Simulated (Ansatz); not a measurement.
A nudged elastic band was laid between two geometries of C2H6BF (10 atoms, charge 0, multiplicity 1).

Computed with RKS PBE0/6-31G* in Ansatz 0.2.0.

```yaml
movable_images: 9
climbing_image: yes
spring: 5.0 eV/Å²
optimiser: quadratic models (default)
start_path: IDPP
force_threshold: 0.05 eV/Å
iteration_limit: 52
end_points: relaxed
```

First end point:

```xyz
10
Properties=species:S:1:pos:R:3
C -0.893 0.750 -0.296
C -0.031 -0.174 0.562
B 1.208 -0.820 -0.137
F 1.467 -0.570 -1.416
H -1.293 0.223 -1.168
H -1.741 1.153 0.267
H -0.311 1.597 -0.673
H -0.632 -0.999 0.979
H 0.337 0.349 1.459
H 1.973 -1.560 0.425
```

Last end point:

```xyz
10
Properties=species:S:1:pos:R:3
C -0.683 0.947 -0.293
C 0.169 0.015 0.566
B 0.752 -1.249 -0.145
F 0.494 -1.482 -1.427
H -0.110 1.340 -1.140
H -1.549 0.422 -0.708
H -1.055 1.802 0.281
H -0.396 -0.341 1.442
H 1.018 0.556 1.014
H 1.444 -2.060 0.414
```

Task: What changes between the two ends?

Result: No bond is made or broken. The dihedral H6–C1–C2–B3 goes from 180 to 59°. The two ends are copies of one structure, up to a mirror image or an exchange of like atoms.

Task: What energy profile does the band end with?

Result: It converged. The highest image is number 5 of 0 to 10, 2.0 kcal/mol above the ends, which have the same energy within 2 meV. A vibrational analysis at the climbing image gives one clearly imaginary mode, 218i cm⁻¹: a first-order saddle point.

```
image  path coordinate (Å)  energy (kcal/mol)  dihedral H6–C1–C2–B3 (°)
    0                 0.00                0.0                       180
    1                 0.32                0.2                       168
    2                 0.64                0.7                       156
    3                 0.96                1.3                       144
    4                 1.28                1.8                       132
    5                 1.60                2.0                       120
    6                 1.92                1.8                       108
    7                 2.25                1.3                        96
    8                 2.57                0.6                        83
    9                 2.90                0.2                        71
   10                 3.22                0.0                        59
```

Task: What is the geometry of the highest image?

Result: 
```xyz
10
Properties=species:S:1:pos:R:3:forces:R:3
C -0.772 0.892 -0.294 0.00 0.00 0.01
C 0.100 -0.031 0.571 0.00 0.00 0.00
B 0.927 -1.134 -0.162 -0.01 0.00 0.00
F 0.870 -1.268 -1.483 0.00 0.00 0.00
H -0.694 0.643 -1.357 0.00 0.00 0.00
H -1.830 0.822 -0.022 0.00 0.00 0.00
H -0.483 1.942 -0.185 0.00 0.00 0.00
H -0.497 -0.553 1.336 0.00 0.00 0.00
H 0.819 0.542 1.178 0.00 0.00 0.00
H 1.645 -1.905 0.420 0.00 0.00 -0.01
```

Task: What are the harmonic wavenumbers there?

Result: 218i, 107, 214, 523, 594, 810, 919, 1026, 1047, 1095, 1134, 1241, 1313, 1388, 1452, 1473, 1533, 1541, 2636, 3041, 3068, 3084, 3158, 3159 cm⁻¹.

Time of the run: 3.3 min on 1 thread of AMD EPYC (Zen 3) (shared host), peak memory 0.15 GiB.
